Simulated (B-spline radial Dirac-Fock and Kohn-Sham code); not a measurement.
Te⁵⁺ 4d5/2: cross section and angular parameters

System: Te⁵⁺ in the configuration [Kr] 4d10 5s1; threshold 108.6 eV (orbital energy of the model). Method: Dirac-Hartree-Slater photoionisation with a Latter tail; cross sections with all multipoles, angular parameters from the dipole term and its interference with E2. Computed with a radial atomic solver.

Input of the calculation (task.json; shells as n, l, electrons):

```json
{"items": [{
  "Z": 52,
  "q": 5,
  "cfg": [[1, 0, 2], [2, 0, 2], [2, 1, 6], [3, 0, 2], [3, 1, 6], [3, 2, 10], [4, 0, 2], [4, 1, 6], [4, 2, 10], [5, 0, 1]],
  "A": 130,
  "rrms": 4.7423,
  "do": "xps",
  "hv": [53.9, 60, 73.1, 120.0, 150, 198.0, 206.0, 282.0, 300, 652.0, 800, 945.0, 1000, 1040.0, 1460.0, 1800.0, 1910.0, 2000, 2350.0, 2470.0, 2580.0, 2920.0, 2984.4, 3350.0, 3710.0, 5414.7, 5740.0, 6130.0, 9510.0]
}]}
```

Command: `python xray2_run.py task.json out`

For linearly polarised light dσ/dΩ = σ/(4π) [1 + β P₂(cos θ) + (δ + γ cos²θ) sin θ cos φ], with θ from the polarisation vector and φ the angle between the beam and the projection of the electron momentum on the plane normal to the polarisation.

```tsv
hν (eV)	σ (kb)	β	γ	δ
120	506	1.706	-0.397	0.029
150	232	-0.742	-0.331	0.132
198	434	-0.259	0.112	0.032
206	459	-0.132	0.119	0.025
282	513	0.562	0.079	-0.001
300	501	0.653	0.063	-0.002
652	192	1.248	-0.023	0.010
800	128	1.301	0.009	0.016
945	89.6	1.325	0.053	0.022
1000	78.9	1.329	0.072	0.024
1040	72.2	1.332	0.086	0.025
1460	?	?	?	?
1800	18.1	1.287	0.354	0.050
1910	15.4	1.276	0.390	0.054
2000	13.5	1.266	0.418	0.057
2350	8.54	1.226	0.521	0.068
2470	7.38	1.213	0.554	0.072
2580	6.49	1.200	0.584	0.076
2920	4.47	1.163	0.668	0.087
2984.4	4.19	1.156	0.683	0.089
3350	2.93	1.119	0.764	0.101
3710	2.12	1.084	0.837	0.113
5414.7	0.608	0.945	1.112	0.171
5740	0.497	0.923	1.154	0.182
6130	0.396	0.898	1.201	0.195
9510	0.0813	0.730	1.488	0.304
```

Q: Give the values at 1460 eV.

A: σ = 31.5 kb, β = 1.319, γ = 0.237, δ = 0.039.
